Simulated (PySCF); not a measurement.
## From a computed spectrum to the compound

A species of 3 atoms with charge 0 has these harmonic modes (PBE0, small Gaussian bases with core potentials, PySCF 2.14.0):

```json
{"cm⁻¹": "133", "km/mol": "20.1", "symmetry": "a'"}
{"cm⁻¹": "310", "km/mol": "69.2", "symmetry": "a'"}
{"cm⁻¹": "823", "km/mol": "213.5", "symmetry": "a'"}
```

Problem. Which species is it, and in which structure?

Solution. LaOCl (singlet):
```xyz
3

La    0.2893    0.0000   -0.3436
O     1.8352    0.0000    0.7516
Cl   -1.9887    0.0000    1.0212
```
Ideal gas at 298.15 K and 1 bar: S = 302.3 J/(mol K), Cp = 50.8 J/(mol K), H − H(0 K) = 12.9 kJ/mol (rigid rotor, harmonic modes, spin degeneracy alone). 
 This is one of several that fit.
